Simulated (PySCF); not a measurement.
AlH3, SMILES [AlH3] (connectivity only; charge and spin as stated), charge -1, multiplicity 2. Atoms are numbered in the order given.

```xyz
4

Al     0.0000     0.0000    -0.0953
H      1.3463     0.7773     0.4129
H     -1.3463     0.7773     0.4129
H      0.0000    -1.5545     0.4129
```
Charge -1, spin multiplicity 2.

Geometry optimised at B3LYP-D3(BJ)/def2-TZVPD. The spin state was assumed, not searched. The isomer is the one that the SMILES or the coordinates give; other isomers of the formula were not compared.

Level of theory: ωB97X/def2-TZVPD (PySCF).

Mulliken values depend strongly on the basis, most of all with diffuse functions as here. ESP charges are fitted to the potential on shells at 1.4 to 2.0 van der Waals radii. Atomic charges (e):

```json
[
 {"atom": "Al1", "Mulliken": "-0.67", "ESP fit": "-0.75", "meta-Löwdin": "-0.38", "Mulliken spin": "0.83"},
 {"atom": "H2", "Mulliken": "-0.11", "ESP fit": "-0.09", "meta-Löwdin": "-0.21", "Mulliken spin": "0.06"},
 {"atom": "H3", "Mulliken": "-0.11", "ESP fit": "-0.09", "meta-Löwdin": "-0.21", "Mulliken spin": "0.06"},
 {"atom": "H4", "Mulliken": "-0.11", "ESP fit": "-0.08", "meta-Löwdin": "-0.21", "Mulliken spin": "0.06"}
]
```
